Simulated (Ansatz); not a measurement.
Basis sets compared for the cluster Bi₃Te (the lowest doublet isomer of a short search). Charge 0, multiplicity 2. Geometry PBE-D4/def2-SVP. Ansatz on 4 threads of Intel Xeon 6975P-C on a shared host; times are rough, and most runs start from earlier orbitals.

```xyz
4

Bi   -0.359    0.609   -1.594
Bi   -1.316   -0.139    1.136
Bi    1.223    1.469    0.831
Te    0.452   -1.938   -0.373
```

In the def2 sets Bi, Te take a core potential; there is no spin–orbit coupling. The structure comes from a short search, and lower isomers may exist.

Binding counts from free atoms (Bi quartet, Te triplet) in the same basis, without a counterpoise term.

```tsv
level	functions	energy (Eh)	HOMO (eV)	LUMO (eV)	binding per atom (eV)	wall time
PBE-D4/def2-SVP	104	-912.1578	-4.02	-3.25	2.04	1.9 s
PBE-D4/def2-TZVP	200	-912.1938	-4.11	-3.35	2.11	3.6 s
r2SCAN-D4/def2-TZVP	200	-912.5027	-4.42	-3.07	1.78	8.5 s
PBE0-D4/def2-SVP	104	-912.0911	-5.00	-2.58	1.80	3.3 s
PBE0-D4/def2-TZVP	200	-912.1229	-5.04	-2.64	1.87	10 s
```

(1) Estimate the rows for PBE-D4/def2-TZVPD, r2SCAN-D4/def2-TZVPD, PBE0-D4/def2-TZVPD.

Answers

(1) 
```csv
level,functions,energy (Eh),HOMO (eV),LUMO (eV),binding per atom (eV),wall time
PBE-D4/def2-TZVPD,227,-912.1946,-4.13,-3.37,2.11,5.5 s
r2SCAN-D4/def2-TZVPD,227,-912.5035,-4.44,-3.08,1.78,9.5 s
PBE0-D4/def2-TZVPD,227,-912.1235,-5.05,-2.66,1.88,10 s
```
